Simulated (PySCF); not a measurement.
Mg(H)(SH) (H₂MgS), SMILES [MgH][SH].

Geometry: B3LYP-D3(BJ)/def2-TZVP.

Two levels are set side by side: PBE/def2-TZVPD (PySCF) and B3LYP/def2-TZVPD (PySCF). Same geometry, gas phase. Differences are taken from unrounded values.

```json
[
 {"quantity": "orbital gap (eV)", "B3LYP": "5.63"},
 {"quantity": "highest occupied level (eV)", "B3LYP": "-6.85"},
 {"quantity": "lowest empty level (eV)", "B3LYP": "-1.22"},
 {"quantity": "dipole moment (D)", "B3LYP": "1.21"},
 {"quantity": "mean polarisability (bohr³)", "B3LYP": "54.2"}
]
```

### Question
What does PBE give, and how far is it from B3LYP? (An estimate is asked for; the answer gives what the named calculation found.)

### Answer

| quantity | PBE | PBE minus B3LYP |
|---|---|---|
| orbital gap (eV) | 4.30 | -1.33 |
| highest occupied level (eV) | -5.93 | 0.92 |
| lowest empty level (eV) | -1.63 | -0.41 |
| dipole moment (D) | 1.17 | -0.04 |
| mean polarisability (bohr³) | 56.6 | 2.4 |

Without exact exchange PBE keeps part of each electron's self-repulsion, which lifts occupied levels and narrows the gap. Loosely held outer electrons make PBE densities more polarisable. Differences between two approximate levels are no errors against the true value.

Rough cost on one machine, each run with all the roots and properties that it gave: B3LYP against PBE within a factor of 2.
